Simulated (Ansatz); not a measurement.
Total energies of Sn3O9H6 from Ansatz at PBE-D4/def2-SVP, gas phase (1 Eh = 27.2114 eV = 2625.5 kJ/mol). The reference geometry is relaxed at r2SCAN-D4/def2-SVP.

```xyz
18

Sn    1.942    0.636   -1.623
Sn   -2.383   -0.962    0.261
Sn   -1.742    2.719    0.922
O    -1.551    0.792    1.002
O     1.318    1.496    0.376
O     3.550   -0.179   -0.759
O    -0.600   -0.912   -1.315
O     0.695   -0.947   -0.741
O    -0.130    3.595    0.546
O    -1.099   -2.119    1.395
O    -0.421   -3.014    0.459
O    -0.821   -2.133   -2.069
H     0.850    2.418    0.432
H     3.434   -0.350    0.187
H    -0.766   -2.781   -1.313
H     0.373   -2.460    0.266
H    -3.301    3.335    1.251
H     0.650    0.868    0.721
```

```tsv
state	geometry	energy (Eh)
charge 0 singlet	reference	-1322.17939
charge 1 doublet	reference	-1321.88982
charge -1 doublet	reference	-1322.21785
free Sn atom (triplet)	–	-214.24400
free O atom (triplet)	–	-74.91467
free H atom (doublet)	–	-0.49863
```

In the def2 sets Sn takes a core potential; there is no spin–orbit coupling. The structure holds 3 bonds between oxygen atoms, so isomers without such links may lie far lower.

(1) Work out the vertical ionisation energy to the doublet.

(2) Work out the vertical electron affinity, to the doublet.

(3) Give the fundamental gap IE − EA, the Mulliken electronegativity (IE + EA)/2 and the hardness (IE − EA)/2.

(4) What is the binding energy per atom against free atoms?

(1) E(charge 1 doublet) − E(charge 0 singlet) = -1321.88982 − (-1322.17939) = 0.28957 Eh = 7.88 eV. For comparison, −ε of the highest occupied level is 5.45 eV at this level, 2.43 eV less.

(2) E(charge 0 singlet) − E(charge -1 doublet) = -1322.17939 − (-1322.21785) = 0.03846 Eh = 1.05 eV. The basis lacks diffuse functions, which makes affinities too small.

(3) From the values in Eh: IE − EA = 0.28957 − 0.03846 = 0.25111 Eh = 6.83 eV; (IE + EA)/2 = 4.46 eV; (IE − EA)/2 = 3.42 eV. The HOMO–LUMO gap of the same run is 2.06 eV, 4.77 eV smaller than the fundamental gap.

(4) Atoms: 3 × (-214.24400) + 9 × (-74.91467) + 6 × (-0.49863) = -1319.95581 Eh. Binding: -1319.95581 − (-1322.17939) = 2.22358 Eh = 60.51 eV, or 3.36 eV for each of 18 atoms (no zero-point energy, no counterpoise term).

At PBE-D4/def2-SVP the gap within one spin of the charge 1 doublet nearly closes, so an electron or hole may be smeared out by delocalisation error. At PBE-D4/def2-SVP the gap within one spin of the charge -1 doublet nearly closes, so an electron or hole may be smeared out by delocalisation error. At PBE-D4/def2-SVP the highest occupied level of the charge -1 doublet lies above zero (up to 1.16 eV). By energy differences its removal costs 1.05 eV (vertical, to the charge 0 singlet, at PBE-D4/def2-SVP); self-interaction error and the lack of diffuse functions both raise the level.  

The structure comes from a short search, and lower isomers may exist.
